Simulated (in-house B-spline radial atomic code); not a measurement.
## Two electrons outside the [Ne] 3s2 3p6 core: the chromium ion Cr⁴⁺

Computed with an all-electron radial atomic-structure program (B-spline basis): configuration interaction (CI) of the two valence electrons in the field of the frozen Dirac-Fock core, alone and with many-body perturbation theory for the core (screened one- and two-electron correlation potentials), Breit and QED terms; no-pair Dirac Hamiltonian, finite nucleus. Labels give the configuration (outer n counted up each series) and the leading LS term, or the jj pair where no LS term holds 70 %.

The lowest nd levels tend to come out too strongly bound in this method, by some 0.05 to 0.2 eV for each d electron where measurements exist, which shifts their lines and rates.

Command:
```bash
python run_mb.py task.json out
```
Settings (nuclear radius in fm, box in bohr, cutoff in hartree):
```
basis_form          3
Z                   24
core_configuration  [Ne] 3s2 3p6
rms_radius          3.6452
mass_number         52
speed_of_light      137.036
box_radius          15.0
lmax                6
intervals           64
virtual_cutoff      1152.0
```

Time taken, with all properties: 66 s on 1 thread of Intel(R) Xeon(R) 6975P-C (shared host).

Excitation energies (cm⁻¹):

```csv
level,purity of the LS term,CI alone,CI + MBPT + Breit + QED,Landé g of the LS mixture
3d2 3F2,0.999,0,0,0.67
3d2 3F3,1.0,482,500,1.08
3d2 3F4,1.0,1099,1127,1.25
3d2 1D2,0.971,13943,13730,1.01
3d2 3P0,1.0,17024,16067,-
3d2 3P1,1.0,17189,16245,1.50
3d2 3P2,0.972,17542,16605,1.49
3d2 1G4,1.0,22986,22110,1.00
3d2 1S0,1.0,50729,53497,-
3d4s 3D1,1.0,147189,168157,0.50
3d4s 3D2,0.989,147501,168473,1.17
3d4s 3D3,1.0,148103,169071,1.33
3d4s 1D2,0.989,151386,172767,1.00
3d4p 1D°2,0.949,204865,227572,0.99
3d4p 3D°1,0.993,?,?,?
3d4p 3D°2,0.949,?,?,?
3d4p 3D°3,0.929,207425,230615,1.32
3d4p 3F°2,0.925,207775,231056,0.70
3d4p 3F°3,0.933,208511,231821,1.10
3d4p 3F°4,1.0,209565,232897,1.25
```

**Question.** Where does 3d4p 3D°2 lie?

**Answer.** 206808 cm⁻¹ in CI alone and 229982 cm⁻¹ with all corrections; g = 1.15.

**Question.** Where does 3d4p 3D°1 lie?

**Answer.** 206307 cm⁻¹ in CI alone and 229496 cm⁻¹ with all corrections; g = 0.50.

**Question.** What is the first ionisation energy?

**Answer.** 69.501 eV to the 3d3/2 state of the next ion (65.984 eV from CI alone). NIST lists 69.46 ± 0.04 eV (semi-empirical).

Some electric-dipole lines (reduced elements in atomic units, length form; vacuum wavelengths from the computed energies):

```csv
upper,lower,D bare (size),D with core polarisation (size),λ (nm),A (s⁻¹)
3d4p 1D°2,3d2 3F2,0.195,0.187,43.942,1.7e+08
3d4p 1D°2,3d2 3F3,0.0351,0.0341,44.039,5.5e+06
3d4p 3D°3,3d2 3F2,0.121,0.116,43.362,4.7e+07
3d4p 3D°3,3d2 3F3,0.561,0.539,43.457,1e+09
3d4p 3D°3,3d2 3F4,1.18,1.14,43.575,4.5e+09
3d4p 3F°2,3d2 3F2,0.55,0.527,43.28,1.4e+09
3d4p 3F°2,3d2 3F3,0.441,0.424,43.373,8.9e+08
3d4p 3F°3,3d2 3F2,0.207,0.199,43.137,1.4e+08
3d4p 3F°3,3d2 3F3,0.632,0.606,43.23,1.3e+09
3d4p 3F°3,3d2 3F4,0.557,0.536,43.347,1e+09
```

Weak lines are less accurate than strong ones.
